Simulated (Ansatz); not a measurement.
Start from `CO[Si](S)(Cl)Cl` and change one atom or group to get `CO[Si]([SiH3])(Cl)Cl`.

Ansatz, PBE0-D4/def2-TZVP geometries, multiplicity 1. Each molecule was computed in one conformer, which needn't be the lowest.

```
                                          property  `CO[Si](S)(Cl)Cl`
                HOMO energy (PBE0/def2-TZVPP) / eV              -7.96
  size of the dipole moment (B3LYP/def2-TZVPP) / D               1.72
size of the dipole moment (ωB97M-V/def2-TZVPP) / D               1.72
             HOMO energy (ωB97M-V/def2-TZVPP) / eV             -10.15
                 HOMO energy (PBE/def2-TZVPP) / eV              -6.68
    size of the dipole moment (PBE/def2-TZVPP) / D               1.62
```

Give the same properties after the change, and the shifts. (Estimate.)

Ansatz gave: 
```csv
property,`CO[Si]([SiH3])(Cl)Cl`,shift
HOMO energy (PBE0/def2-TZVPP) / eV,-8.47,-0.51
size of the dipole moment (B3LYP/def2-TZVPP) / D,1.30,-0.42
size of the dipole moment (ωB97M-V/def2-TZVPP) / D,1.30,-0.42
HOMO energy (ωB97M-V/def2-TZVPP) / eV,-10.50,-0.35
HOMO energy (PBE/def2-TZVPP) / eV,-7.27,-0.59
size of the dipole moment (PBE/def2-TZVPP) / D,1.26,-0.36
```

Dipoles are sizes alone; their direction can turn.

B3LYP here is the variant with VWN-RPA as its local correlation; programs differ in this.
